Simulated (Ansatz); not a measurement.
One geometry of C6H16Cl2GeN2, SMILES `CC(C)[NH][Ge]([Cl])([Cl])[NH]C(C)C`, several functionals.

```yaml
crystal:
  periodic: [false, false, false]
  atoms:
    - {symbol: C, position_ang: [-1.909382, -2.532493, -1.137345]}
    - {symbol: C, position_ang: [-1.236882, -1.605432, -0.135466]}
    - {symbol: C, position_ang: [-1.570620, -1.992397, 1.296263]}
    - {symbol: N, position_ang: [-1.580269, -0.203207, -0.354880]}
    - {symbol: Ge, position_ang: [-0.602467, 0.854710, -1.429370]}
    - {symbol: Cl, position_ang: [-1.686877, 2.719114, -1.463676]}
    - {symbol: Cl, position_ang: [-0.393251, 0.242508, -3.487158]}
    - {symbol: N, position_ang: [1.084162, 0.898558, -0.810323]}
    - {symbol: C, position_ang: [1.397232, 1.363397, 0.538083]}
    - {symbol: C, position_ang: [1.673981, 2.858848, 0.587873]}
    - {symbol: C, position_ang: [2.561426, 0.560155, 1.095272]}
    - {symbol: H, position_ang: [-1.616187, -3.571845, -0.969355]}
    - {symbol: H, position_ang: [-1.645270, -2.260971, -2.160999]}
    - {symbol: H, position_ang: [-2.998193, -2.473167, -1.039344]}
    - {symbol: H, position_ang: [-0.151166, -1.681895, -0.264924]}
    - {symbol: H, position_ang: [-2.646595, -1.902893, 1.475788]}
    - {symbol: H, position_ang: [-1.054824, -1.340499, 2.003198]}
    - {symbol: H, position_ang: [-1.283279, -3.026958, 1.498942]}
    - {symbol: H, position_ang: [-2.575478, -0.027682, -0.375577]}
    - {symbol: H, position_ang: [1.783423, 1.145519, -1.497144]}
    - {symbol: H, position_ang: [0.513355, 1.152445, 1.150991]}
    - {symbol: H, position_ang: [0.823553, 3.427572, 0.207489]}
    - {symbol: H, position_ang: [1.879110, 3.186794, 1.610025]}
    - {symbol: H, position_ang: [2.548704, 3.104505, -0.023000]}
    - {symbol: H, position_ang: [3.460753, 0.721768, 0.492731]}
    - {symbol: H, position_ang: [2.788426, 0.860404, 2.121080]}
    - {symbol: H, position_ang: [2.334914, -0.507254, 1.084526]}
basis:
  gaussian: {orbitals: def2-TZVPP}
hamiltonian: {xc: r2scan, dispersion: d4}
output: {forces: true, orbitals: {seedname: orbitals}}
```

```sh
$ ansatz run in.yaml --threads 11 --pin off --events-out ev --progress --plain --max-ram 174080MiB --backend cuda --devices 0, --max-vram 75GiB
```

It prints (some lines left out):

```
Functional definition: r2SCAN
3280 factors; their error is unknown
mean field evaluation 1: about -90995.9948 eV, gradient 1.2e2 eV
mean field evaluation 2: about -90896.7146 eV, gradient 2.2e2 eV
mean field evaluation 4: about -91027.2332 eV, gradient 1.5e1 eV
mean field evaluation 8: about -91027.7139 eV, gradient 1.7e-1 eV
mean field evaluation 16: about -91027.6408 eV, gradient 1.4e-3 eV
mean field -91027.64079645 eV, -3345.2040985186 hartree, gradient 8.8e-5 eV, S^2 0.000000; 0 other end points of the search recorded, 0 dependent functions left out
reference -91027.64081451 eV, -3345.2040991824 hartree; 66, 66 occupied and 538, 538 virtual orbitals, 3280 factors
Total energy: -91027.88467928 eV, -3345.2130610471 hartree
Atom 0 at    -1.909382    -2.532493    -1.137345 Å, force    -0.064006    -0.098972    -0.106813 eV/Å
Atom 1 at    -1.236882    -1.605432    -0.135466 Å, force     0.138687    -0.139198    -0.011080 eV/Å
Atom 2 at    -1.570620    -1.992397     1.296263 Å, force    -0.032335    -0.036220     0.151339 eV/Å
Atom 3 at    -1.580269    -0.203207    -0.354880 Å, force    -0.024475     0.184197     0.056269 eV/Å
Atom 4 at    -0.602467     0.854710    -1.429370 Å, force    -0.015510     0.022167    -0.038566 eV/Å
Atom 5 at    -1.686877     2.719114    -1.463676 Å, force    -0.065082     0.081775     0.009240 eV/Å
Atom 6 at    -0.393251     0.242508    -3.487158 Å, force     0.028215    -0.029533    -0.097756 eV/Å
Atom 7 at     1.084162     0.898558    -0.810323 Å, force    -0.010841    -0.133938    -0.138863 eV/Å
Atom 8 at     1.397232     1.363397     0.538083 Å, force    -0.067479     0.038236     0.181147 eV/Å
Atom 9 at     1.673981     2.858848     0.587873 Å, force     0.023542     0.157181     0.009684 eV/Å
Atom 10 at     2.561426     0.560155     1.095272 Å, force     0.119066    -0.088481     0.056190 eV/Å
Atom 11 at    -1.616187    -3.571845    -0.969355 Å, force    -0.006693     0.010310    -0.001729 eV/Å
Atom 12 at    -1.645270    -2.260971    -2.160999 Å, force    -0.006881    -0.004509     0.018804 eV/Å
Atom 13 at    -2.998193    -2.473167    -1.039344 Å, force     0.010027     0.005364     0.005202 eV/Å
Atom 14 at    -0.151166    -1.681895    -0.264924 Å, force     0.017136     0.013499    -0.006947 eV/Å
Atom 15 at    -2.646595    -1.902893     1.475788 Å, force     0.009539     0.002861    -0.008759 eV/Å
Atom 16 at    -1.054824    -1.340499     2.003198 Å, force    -0.010100    -0.009960    -0.005660 eV/Å
Atom 17 at    -1.283279    -3.026958     1.498942 Å, force    -0.006786     0.015144    -0.005946 eV/Å
Atom 18 at    -2.575478    -0.027682    -0.375577 Å, force    -0.062819     0.003298    -0.004451 eV/Å
Atom 19 at     1.783423     1.145519    -1.497144 Å, force     0.044957     0.022284    -0.038256 eV/Å
Atom 20 at     0.513355     1.152445     1.150991 Å, force    -0.021404    -0.007362    -0.003133 eV/Å
Atom 21 at     0.823553     3.427572     0.207489 Å, force     0.017280    -0.010114     0.005586 eV/Å
Atom 22 at     1.879110     3.186794     1.610025 Å, force     0.000856    -0.001845    -0.012038 eV/Å
Atom 23 at     2.548704     3.104505    -0.023000 Å, force    -0.006911    -0.010271     0.002988 eV/Å
Atom 24 at     3.460753     0.721768     0.492731 Å, force    -0.013093     0.002143     0.000435 eV/Å
Atom 25 at     2.788426     0.860404     2.121080 Å, force    -0.003037    -0.001183    -0.017364 eV/Å
Atom 26 at     2.334914    -0.507254     1.084526 Å, force     0.008149     0.013126     0.000476 eV/Å
Dipole moment:     0.196488    -0.280896     0.469571 e Å
```

It took 8.5 s on 11 threads of an AMD EPYC 7R13 on a shared host and a whole NVIDIA H100 80 GB, with 1.2 GiB of host memory at the peak.

With the line `hamiltonian: {xc: {name: revPBE}, dispersion: d4}` and no forces (abridged; 6.5 s):

```
Functional definition: revPBE
mean field evaluation 16: about -91022.6838 eV, gradient 1.9e-3 eV
mean field -91022.68376089 eV, -3345.0219308215 hartree, gradient 7.2e-5 eV, S^2 0.000000
Total energy: -91025.07104654 eV, -3345.1096619511 hartree
```

With the line `hamiltonian: {xc: {name: BLYP}, dispersion: d4}` and no forces (abridged; 7.5 s):

```
Functional definition: BLYP
mean field evaluation 16: about -91031.0612 eV, gradient 2.8e-3 eV
mean field -91031.06117044 eV, -3345.3297949442 hartree, gradient 8.7e-5 eV, S^2 0.000000
Total energy: -91032.83445144 eV, -3345.3949618190 hartree
```

With the line `hamiltonian: {xc: {name: B3LYP}, dispersion: d4}` (abridged; 9.5 s):

```
Functional definition: B3LYP
mean field evaluation 16: about -91037.3177 eV, gradient 1.3e-3 eV
mean field -91037.31774951 eV, -3345.5597199842 hartree, gradient 7.2e-5 eV, S^2 0.000000
Total energy: -91038.64508204 eV, -3345.6084985551 hartree
Atom 0 force    -0.086063    -0.141291    -0.178524 eV/Å
Atom 1 force     0.237633    -0.109475     0.009816 eV/Å
Atom 2 force    -0.032276    -0.057463     0.226170 eV/Å
Atom 3 force    -0.189932     0.093952     0.068912 eV/Å
Atom 4 force     0.003686    -0.005439     0.007552 eV/Å
Atom 5 force    -0.154488     0.286004     0.006464 eV/Å
Atom 6 force     0.029004    -0.106964    -0.306829 eV/Å
Atom 7 force     0.153231    -0.041752    -0.154925 eV/Å
Atom 8 force    -0.142171    -0.026044     0.218360 eV/Å
Atom 9 force     0.015375     0.242928     0.008745 eV/Å
Atom 10 force     0.166701    -0.135641     0.095632 eV/Å
Atom 11 force    -0.018593     0.045491    -0.018432 eV/Å
Atom 12 force    -0.023491    -0.031636     0.058159 eV/Å
Atom 13 force     0.049208    -0.006591    -0.014297 eV/Å
Atom 14 force    -0.081751    -0.003402     0.012830 eV/Å
Atom 15 force     0.051275    -0.004751     0.002882 eV/Å
Atom 16 force    -0.031600    -0.043217    -0.027958 eV/Å
Atom 17 force    -0.015787     0.049421     0.004418 eV/Å
Atom 18 force     0.012893     0.008149     0.013134 eV/Å
Atom 19 force    -0.005452    -0.018732     0.004681 eV/Å
Atom 20 force     0.071267     0.018336    -0.037908 eV/Å
Atom 21 force     0.060418    -0.020976     0.029718 eV/Å
Atom 22 force    -0.010564    -0.003704    -0.051088 eV/Å
Atom 23 force    -0.043864    -0.001399     0.027741 eV/Å
Atom 24 force    -0.036491    -0.016448     0.032732 eV/Å
Atom 25 force    -0.001655    -0.024630    -0.045847 eV/Å
Atom 26 force     0.023487     0.055272     0.007861 eV/Å
Dipole moment:     0.188784    -0.269877     0.451166 e Å
```

With the line `hamiltonian: {xc: {name: CAM-B3LYP}, dispersion: d4}` and no forces (abridged; 14 s):

```
Functional definition: CAM-B3LYP
mean field evaluation 16: about -91034.0204 eV, gradient 4.6e-4 eV
mean field -91034.02041391 eV, -3345.4385451359 hartree, gradient 8.0e-5 eV, S^2 0.000000
Total energy: -91034.77087859 eV, -3345.4661242043 hartree
```

B3LYP takes the VWN-RPA correlation (the form of Gaussian; ORCA's B3LYP/G).
